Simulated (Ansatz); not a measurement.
Input for Ansatz (an electronic-structure program): R-PBE0/def2-TZVPP on BFH3NO (SMILES NB(O)F), a point of a torsion scan.

Ansatz 0.2 input:
```yaml
crystal:
  periodic: [false, false, false]
  atoms:
    - {symbol: N, position_ang: [0.96524787, -0.33400182, -0.11922635]}
    - {symbol: B, position_ang: [0.08575792, 0.73478221, 0.17322914]}
    - {symbol: O, position_ang: [0.13771794, 1.90846672, -0.47139476]}
    - {symbol: F, position_ang: [-0.78496834, 0.60723837, 1.20285292]}
    - {symbol: H, position_ang: [1.95929652, -0.19852611, -0.09911988]}
    - {symbol: H, position_ang: [0.74671552, -1.19633486, 0.35925444]}
    - {symbol: H, position_ang: [-0.49752154, 2.55937921, -0.17322782]}
basis:
  gaussian:
    orbitals: def2-TZVPP
hamiltonian:
  xc: {name: PBE0}
scf: {lower_state_search: off}
```

Program output:

```
WARN ansatz: RAYON_NUM_THREADS=1 ignored (pool sized by the plan → 1); use --threads N
Functional definition: PBE0
these checks for a lower state are left out or cut short: stability, starts, cluster_reference, orbital_swaps, neighbouring_geometries, increment
integrals: 0.06 GiB planned
808 factors; their error is unknown
mean field: 0.59 GiB planned
mean field evaluation 1: about -6970.1470 eV, gradient 7.3e1 eV
mean field evaluation 2: about -6963.0897 eV, gradient 9.4e1 eV
mean field evaluation 4: about -6978.8793 eV, gradient 4.7e0 eV
mean field evaluation 8: about -6978.9087 eV, gradient 2.9e-2 eV
mean field evaluation 16: about -6978.9303 eV, gradient 1.2e-5 eV
mean field -6978.93029331 eV, -256.4709577901 hartree, gradient 3.9e-6 eV, S^2 0.000000; 0 other end points of the search recorded, 0 dependent functions left out
reference -6978.93032046 eV, -256.4709587879 hartree; 16, 16 occupied and 150, 150 virtual orbitals, 808 factors
Total energy: -6978.93032046 eV, -256.4709587879 hartree
Checks for a lower state left out: stability, starts, cluster_reference, orbital_swaps, neighbouring_geometries, increment
```

The calculation finished and met its thresholds.

Cost: around 1.3 core-seconds (rough).
